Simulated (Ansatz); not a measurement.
Cost and result for the atomization energy of C$_{2}$H$_{8}$NSb, SMILES `C[CH](N)[SbH2]` (12 atoms, 11 bonds).

Z-matrix (Å, degrees):
```
C
C 1 1.513
H 1 1.091 2 111.4
H 1 1.095 2 109.8 3 -120.7
H 1 1.094 2 111.1 3 119.9
N 2 1.446 1 110.3 3 176.2
Sb 2 2.221 1 112.4 3 -58.0
H 2 1.093 1 109.5 3 57.7
H 6 1.013 2 111.4 1 61.7
H 6 1.012 2 112.5 1 -176.9
H 7 1.713 2 91.5 1 -52.1
H 7 1.713 2 96.8 1 39.6
```

Charge 0, multiplicity 1. Correlated methods include outer-core shells of Sb, which these sets cover unevenly. Sb takes the def2 core potential. Geometry: relaxed with PBE0-D4/def2-TZVP. It is one conformer, not always the lowest. Program: Ansatz. All runs use 4 threads of an Arm Neoverse V1 on a shared host. Times are those of one run each, without the atoms' runs, and a repeat can differ threefold. Electronic energies, without spin–orbit coupling; frozen cores. CCSD(T)/CBS adds CCSD(T) − MP2 in def2-TZVPP to the MP2 limit, and its time is that of the two runs behind it. T1 = 0.012. With those shells the extrapolation isn't a true limit. B3LYP takes the VWN-RPA correlation (the form of Gaussian; ORCA's B3LYP/G).

CCSD(T)/CBS is a level of theory with its own doubt, some kJ/mol a heavy atom from the limit and from the frozen cores, so smaller differences don't rank the functionals.

| level | functions | wall time | atomization (kcal/mol) | difference from CCSD(T)/CBS | per bond |
| --- | --- | --- | --- | --- | --- |
| PBE-D4/def2-TZVPP (with forces) | 255 | 2.7 s | 973.6 | 17.5 | 1.6 |
| PBE0-D4/def2-TZVPP | 255 | 3 s | 955.6 | -0.5 | 0.0 |
| B3LYP-D4/def2-TZVPP (with forces) | 255 | 5 s | 960.8 | 4.7 | 0.4 |
| r2SCAN-D4/def2-TZVPP (with forces) | 255 | 5.5 s | 951.3 | -4.8 | -0.4 |
| B2PLYP/def2-TZVPP | 255 | 6.5 s | 943.8 | -12.3 | -1.1 |
| ωB97X-V/def2-TZVPP | 255 | 8.5 s | 960.4 | 4.3 | 0.4 |
| ωB97M-V/def2-TZVPP (with forces) | 255 | 12 s | 955.8 | -0.3 | 0.0 |
| MP2/def2-QZVPP | 493 | 26 s | 944.1 | -12.0 | -1.1 |
| CCSD(T)/def2-TZVPP | 255 | 4.4 min | 929.2 | -26.9 | -2.4 |
| CCSD(T)/CBS(def2) | – | 4.8 min | 956.1 | 0.0 | 0.0 |

From PBE to PBE0 (25 % exact exchange), in def2-TZVPP and without D4, the atomization energy moves by −17.1 kcal/mol: exact exchange takes away binding that semilocal exchange gives to molecules. The D4 term adds +9.9 kcal/mol with B3LYP and +5.2 kcal/mol with PBE0; it sums over pairs of atoms, weighted by their polarisabilities, and B3LYP, whose exchange is more repulsive, gets the larger term. In def2-TZVPP, CCSD(T) changes the Hartree–Fock value by +265.4 kcal/mol (the triples alone add +14.3 kcal/mol) and MP2 by +264.4 kcal/mol; breaking electron pairs costs correlation energy, which Hartree–Fock lacks.
